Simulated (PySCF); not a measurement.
## Ca: ionisation energy

Ca [Ar] 4s2 (1S) → Ca⁺ [Ar] 4s1 (2S), as a difference of total energies. Computed with PySCF 2.14 in cc-pVDZ-X2C, with the spin-free X2C one-electron Hamiltonian (Gaussian nucleus). Correlated levels: valence: [Ar] frozen. The calculations carry no spin-orbit coupling.

```
           method  ionisation energy (eV)  error (eV)
              UHF                   5.146      -0.967
           M06-2X                   6.313      +0.200
              PBE                   6.132      +0.019
    MP2 (valence)                   5.617      -0.496
SCS-MP2 (valence)                   5.712      -0.401
   CCSD (valence)                   5.904      -0.209
```

Reference: 6.113 eV (measured; NIST Atomic Spectra Database, ionization energies).

Errors of the correlated levels include the incompleteness of this basis and the frozen core.

With two correlated electrons CCSD is exact in that space.
